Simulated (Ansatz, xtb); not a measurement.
**C2H6GaNa: which of two structures lies lower**

Structure X is a triplet given by its coordinates and structure Y is `C[CH2][GaH][Na]`, a singlet. Both are gas-phase species (loosely bound parts included), relaxed with B3LYP/6-31G*; the shapes shown needn't be the lowest conformers.

X (Å):

```csv
atom,x (Å),y (Å),z (Å)
C,-2.2423,-4.1722,0.3509
C,-1.8672,-0.9734,-1.0893
Ga,-2.7257,-2.1965,0.2919
Na,-0.8756,-1.2404,2.9042
H,-1.1734,-4.3201,0.1611
H,-2.8114,-4.6702,-0.4447
H,-2.5111,-4.6320,1.3055
H,-2.3961,-1.1322,-2.0379
H,-1.9589,0.0813,-0.8167
H,-0.8103,-1.2243,-1.2321
```

Close contacts (Å): C1–Ga3 2.03, C2–Ga3 2.03, Ga3–Na4 3.34, C1–H5 1.10, C1–H6 1.10, C1–H7 1.09, C2–H8 1.10, C2–H9 1.09, C2–H10 1.10.

Y (Å):

```tsv
atom	x (Å)	y (Å)	z (Å)
C	-2.8020	-2.3850	-0.1012
C	-1.6238	-2.4917	0.8737
Ga	-1.0859	-0.7748	1.8316
Na	1.0388	-0.4870	3.6539
H	-2.5942	-1.6669	-0.9039
H	-3.0411	-3.3478	-0.5792
H	-3.7109	-2.0387	0.4055
H	-0.7226	-2.8621	0.3622
H	-1.8323	-3.2321	1.6612
H	-2.0935	0.4281	1.3785
```

Estimate E(Y) − E(X) at the level CCSD(T)/def2-SVP + ΔMP2/def2-TZVPP.

Calculated at CCSD(T)/def2-SVP + ΔMP2/def2-TZVPP: E(Y) − E(X) = −19.9 kcal/mol, so structure Y lies lower.

Level by level:

```csv
level,geometry,E(Y) − E(X) (kcal/mol),departure from the last row (kcal/mol),"job, with rough time for the two"
B3LYP/6-31G*,B3LYP/6-31G*,−20.2,−0.3,"optimisation, 3.2 min"
HF/def2-SVP,B3LYP/6-31G*,−7.4,+12.4,part of the CCSD(T) run
MP2/def2-SVP,B3LYP/6-31G*,−17.9,+2.0,part of the CCSD(T) run
CCSD(T)/def2-SVP,B3LYP/6-31G*,−20.6,−0.7,single point
CCSD(T)/def2-SVP + ΔMP2/def2-TZVPP,B3LYP/6-31G*,−19.9,,"single point, 2.9 min"
```

None of the levels shown reverses the order. The largest departure from CCSD(T)/def2-SVP + ΔMP2/def2-TZVPP is that of HF/def2-SVP, 12.4 kcal/mol. A small imaginary or near-zero mode remains, so no thermal terms are given. Levels run at GFN2-xTB geometries aren't shown. The last row adds to CCSD(T) the change of the MP2 difference between the two basis sets, here +0.7 kcal/mol. The triplet state of X needn't be its ground state.

Open shells are spin-unrestricted. The correlated steps freeze 12 core orbitals; the filled d shell of Ga is correlated; the last core shell of Na is correlated, in a basis made for valence electrons. Programs: Ansatz 0.2.0; the last row on 1 thread of Arm Neoverse V1 on a shared host.
